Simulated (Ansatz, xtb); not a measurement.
## BClFHNO: 4 structures ranked

4 gas-phase structures of BClFHNO, found in a search over its isomers (lower ones may exist). Each was relaxed with GFN2-xTB; where two conformers were screened, the lower at r2SCAN-D4/def2-SVP is listed:

A. a doublet given by its coordinates
B. `[NH]OB(F)Cl`, a doublet
C. `O[N]B(F)Cl`, a doublet
D. `[O]NB(F)Cl`, a doublet

A (Å):

```xyz
6

B    -0.2449    1.8558    0.2002
Cl    0.8015    3.3050    0.2826
F    -0.1312    1.0785   -0.8799
N    -0.5798    1.2070    1.4947
O    -1.5248    1.9595    0.8971
H    -0.4573    1.4194    2.4817
```

Close contacts (Å): B1–Cl2 1.79, B1–F3 1.34, B1–N4 1.49, B1–O5 1.46, N4–O5 1.35, N4–H6 1.02.

Question: Make a reasoned guess at their ranking by r2SCAN-D4/def2-SVP single-point energy.

Answer: Calculated order at r2SCAN-D4/def2-SVP: D (0.0), B (33.3), A (55.4), C (95.0) kJ/mol.

Energies above the lowest of each column, in kJ/mol; the last columns are at PBE0-D3(BJ)/pcseg-1 geometries and were run for some of them only (a dash: not run or not comparable):

```json
{"structure": "D", "GFN2-xTB": "0.0", "HF/STO-3G": "0.0", "r2SCAN-D4/def2-SVP": "0.0", "PBE0-D3(BJ)/pcseg-1": "0.0", "CCSD(T)/def2-SVP + ΔMP2/def2-TZVPP": "0.0"}
{"structure": "B", "GFN2-xTB": "11.7", "HF/STO-3G": "3.8", "r2SCAN-D4/def2-SVP": "33.3", "PBE0-D3(BJ)/pcseg-1": "31.5", "CCSD(T)/def2-SVP + ΔMP2/def2-TZVPP": "11.5"}
{"structure": "A", "GFN2-xTB": "11.9", "HF/STO-3G": "106.4", "r2SCAN-D4/def2-SVP": "55.4", "PBE0-D3(BJ)/pcseg-1": "54.4", "CCSD(T)/def2-SVP + ΔMP2/def2-TZVPP": "–"}
{"structure": "C", "GFN2-xTB": "27.6", "HF/STO-3G": "131.7", "r2SCAN-D4/def2-SVP": "95.0", "PBE0-D3(BJ)/pcseg-1": "–", "CCSD(T)/def2-SVP + ΔMP2/def2-TZVPP": "–"}
```

Every level run on D puts it lowest or level with the lowest. Flexible structures stand in one conformer each, not always the lowest. Frequencies (PBE0-D3(BJ)/pcseg-1) were run for B, D alone. Open shells are spin-unrestricted. ΔMP2 is the change of the MP2 energy from the smaller to the larger basis.

Over these structures GFN2-xTB departs from r2SCAN-D4/def2-SVP by 22.3 kJ/mol on average once a common shift is removed. A GFN2-xTB relaxation took about 0.29 s and the r2SCAN-D4/def2-SVP energy about 7.5 s on a shared host (Ansatz 0.2.0, xtb 6.7.1).
